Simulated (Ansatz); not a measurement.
A run for Ansatz (a program for electronic structure): U-PBE0/def2-TZVPP on CoSi, 2S+1 = 6, a spin state set in the input, which need not be the lowest.

Ansatz 0.2 input:
```yaml
crystal:
  periodic: [false, false, false]
  atoms:
    - {symbol: Co, position_ang: [0.00000000, 0.00000000, 0.00000000]}
    - {symbol: Si, position_ang: [0.00000000, 0.00000000, 2.25200000]}
basis:
  gaussian:
    orbitals: def2-TZVPP
hamiltonian:
  xc: {name: PBE0}
magnetization: {spin_polarized: true, initial_magnetization: 5}
relax: {f_tol: 0.002, max_steps: 120}
```

Program output:

```
WARN ansatz: RAYON_NUM_THREADS=1 ignored (pool sized by the plan → 1); use --threads N
Functional definition: PBE0
integrals: 0.04 GiB planned
862 factors; their error is unknown
mean field: 0.45 GiB planned
mean field evaluation 1: about -45487.5843 eV, gradient 4.2e1 eV
mean field evaluation 2: about -45392.7823 eV, gradient 2.0e2 eV
mean field evaluation 4: about -45488.7786 eV, gradient 2.4e1 eV
mean field evaluation 8: about -45491.2425 eV, gradient 1.4e0 eV
mean field evaluation 16: about -45491.7677 eV, gradient 1.1e-1 eV
mean field evaluation 32: about -45491.9958 eV, gradient 2.5e-5 eV
mean field evaluation 64: about -45491.9110 eV, gradient 4.3e0 eV
mean field -45491.99584666 eV, -1671.8000117825 hartree, gradient 1.9e-7 eV, S^2 8.756540; 7 other end points of the search recorded, 0 dependent functions left out
the calculation of the forces begins
reference -45491.99587339 eV, -1671.8000127646 hartree; 23, 18 occupied and 83, 88 virtual orbitals, 862 factors
relax step   1: F+E_penalty+E_count = -45491.99584666 eV  Δ(F+E_penalty+E_count) = +0.000e0 eV  max|allowed force component| = 1.678e-1 eV/Å  Δτ_max = 0.0000 Å  (535 SCF iters, accepted)
these checks for a lower state are left out or cut short: starts, cluster_reference, orbital_swaps, neighbouring_geometries, increment
integrals: 0.04 GiB planned
862 factors; their error is unknown
mean field: 0.45 GiB planned
mean field -45491.99723215 eV, -1671.8000626983 hartree, gradient 3.1e-6 eV, S^2 8.756629; 0 other end points of the search recorded, 0 dependent functions left out
the calculation of the forces begins
reference -45491.99725890 eV, -1671.8000636813 hartree; 23, 18 occupied and 83, 88 virtual orbitals, 862 factors
relax step   2: F+E_penalty+E_count = -45491.99723215 eV  Δ(F+E_penalty+E_count) = -1.385e-3 eV  max|allowed force component| = 8.745e-2 eV/Å  Δτ_max = 0.0054 Å  (91 SCF iters, accepted)
these checks for a lower state are left out or cut short: starts, cluster_reference, orbital_swaps, neighbouring_geometries, increment
integrals: 0.04 GiB planned
862 factors; their error is unknown
mean field: 0.45 GiB planned
mean field evaluation 96: about -45491.8444 eV, gradient 1.5e-3 eV
mean field -45491.99777038 eV, -1671.8000824780 hartree, gradient 1.2e-7 eV, S^2 8.756734; 0 other end points of the search recorded, 0 dependent functions left out
the calculation of the forces begins
reference -45491.99779716 eV, -1671.8000834620 hartree; 23, 18 occupied and 83, 88 virtual orbitals, 862 factors
relax step   3: F+E_penalty+E_count = -45491.99777038 eV  Δ(F+E_penalty+E_count) = -5.382e-4 eV  max|allowed force component| = 1.048e-3 eV/Å  Δτ_max = 0.0063 Å  (144 SCF iters, accepted)
integrals: 0.04 GiB planned
862 factors; their error is unknown
mean field: 0.45 GiB planned
mean field evaluation 128: about -45491.4506 eV, gradient 5.8e-1 eV
mean field evaluation 160: about -45491.9367 eV, gradient 2.0e0 eV
mean field -45491.99777038 eV, -1671.8000824780 hartree, gradient 1.2e-7 eV, S^2 8.756734; 9 other end points of the search recorded, 0 dependent functions left out
the calculation of the forces begins
reference -45491.99779716 eV, -1671.8000834620 hartree; 23, 18 occupied and 83, 88 virtual orbitals, 862 factors
Total energy: -45491.99779716 eV, -1671.8000834620 hartree
Atom 0 at     0.000000     0.000000    -0.011725 Å, force     0.000000     0.000000     0.001048 eV/Å
Atom 1 at    -0.000000    -0.000000     2.263725 Å, force    -0.000000    -0.000000    -0.001048 eV/Å
Dipole moment:     0.000000    -0.000000    -0.711637 e Å
```

Self-consistency was reached.

Cost: roughly 80 core-seconds.
